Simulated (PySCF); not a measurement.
These are M06-2X/def2-TZVP // PBE0-D3(BJ)/def2-TZVP (PySCF 2.14.0) values and carry that method's errors. Isolated molecules, 0 K electronic values unless said otherwise. Excitations are Tamm–Dancoff values on a coarser integration grid. The basis has no diffuse functions, so Rydberg states are missing or too high.

Reference species (SMILES): `[F][SnH2][F]` (neutral, multiplicity 1).

| Item | Value |
|---|---|
| S1 oscillator strength | 0.000 |
| S1 excitation (TDA) | 7.76 eV |
| T1 excitation (TDA) | 6.84 eV |
| dipole moment | 3.61 D |

Changed species: `[F][SnH]([F])[F]` (1 of 4 F replaced by H; the reference has 2 of 4 F replaced by H).

Q: Give the shifts of the S1 oscillator strength, S1 excitation (TDA), T1 excitation (TDA) and dipole moment.

A: the S1 oscillator strength hardly moves; the S1 excitation (TDA) increases by 0.83 eV, to 8.59 eV; the T1 excitation (TDA) rises by 0.05 eV, to 6.89 eV; the dipole moment decreases by 0.14 D, to 3.47 D.
